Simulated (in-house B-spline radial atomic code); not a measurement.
A radial electron density 4πr²n(r) was computed for an atom or ion in its tabulated ground configuration with a B-spline radial code for spherical atoms; method: Dirac-Kohn-Sham PBEsol, spherical fractional occupations. Columns: r (bohr), 4πr²n(r) (electrons per bohr), bar.

```
  0.0021   0.7493 #
 0.00249    1.025 #
 0.00296    1.402 ##
 0.00353     1.92 ##
 0.00419    2.593 ###
 0.00499    3.499 ####
 0.00593    4.665 ######
 0.00705    6.165 #######
 0.00839    8.068 ##########
 0.00998    10.41 #############
  0.0119    13.25 ################
  0.0141    16.42 ####################
  0.0168    20.04 ########################
    0.02    23.78 #############################
  0.0237    27.26 #################################
  0.0282    30.26 ####################################
  0.0336    32.25 #######################################
  0.0399    32.85 ########################################
  0.0475    31.97 #######################################
  0.0565    29.96 ####################################
  0.0672    27.62 #################################
  0.0799    26.13 ################################
   0.095    26.54 ################################
   0.113    29.16 ###################################
   0.134    33.05 ########################################
    0.16    36.35 ############################################
    0.19    36.49 ############################################
   0.226    32.36 #######################################
   0.269    24.94 ##############################
    0.32    17.35 #####################
    0.38    12.86 ################
   0.452    12.46 ###############
   0.538    14.33 #################
    0.64     15.2 ##################
   0.761    13.18 ################
   0.905    8.966 ###########
    1.08      4.6 ######
    1.28    1.821 ##
    1.52   0.5212 #
    1.81   0.1017 
    2.15  0.01348 
    2.56 0.001092
```

Task: Which atom or ion is it?
A. Ni8+
B. Co8+
C. Zn9+
D. Co9+

Result: B. The area under the curve, ∫4πr²n dr = ∫r·4πr²n d(ln r) on this logarithmic grid, is 19 electrons, which only this option has. The configuration is [Ar] 3d1.
